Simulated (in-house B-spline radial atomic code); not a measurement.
A run on neutral dysprosium (an excited or competing configuration) that did not converge. Method: scalar-relativistic (X2C) wB97X, spin-polarised, spherical fractional occupations, Fermi nucleus of rms radius 5.2218 fm; computed with an all-electron radial atomic-structure program (B-spline basis).

Command:
```bash
python run_scf.py task.json out
```
Settings (nuclear radius in fm, mass in u):
```
Z                66
configuration    [Xe] 4f9 6s2 6f1
hamiltonian      x2c
method           wb97x
spin_polarised   True
nucleus          fermi
rms_radius       5.2218
atomic_mass      163.92918
speed_of_light   137.035999084
```

First and last ten iterations of the last attempt (damped for 15 steps, keeping 80 % of the old Fock matrix, then DIIS):
```
 iter        energy (Eh)    residual
    1      -12103.605044    7.81e-01
    2      -12116.945635    1.25e+00
    3      -12136.271827    8.20e-01
    4      -12146.675249    5.10e-01
    5      -12152.004247    3.44e-01
    6      -12154.600560    2.26e-01
    7      -12155.811233    1.54e-01
    8      -12156.359193    1.09e-01
    9      -12156.611154    7.59e-02
   10      -12156.732506    5.32e-02
  111      -12156.876564    1.31e-03
  112      -12156.876608    1.21e-03
  113      -12156.876608    1.22e-03
  114      -12156.876739    5.16e-04
  115      -12156.876560    9.50e-04
  116      -12156.876317    1.08e-03
  117      -12156.876128    1.06e-03
  118      -12156.875438    5.20e-04
  119      -12156.876477    1.23e-03
  120      -12156.876655    9.73e-04
 not converged after 120 iterations
```

The smallest residual met was 4.1e-04; the threshold is about 7e-07. No energy from this run should be used. Run time, properties included: 34 s on 1 thread of Arm Neoverse V2, with other jobs on the host.
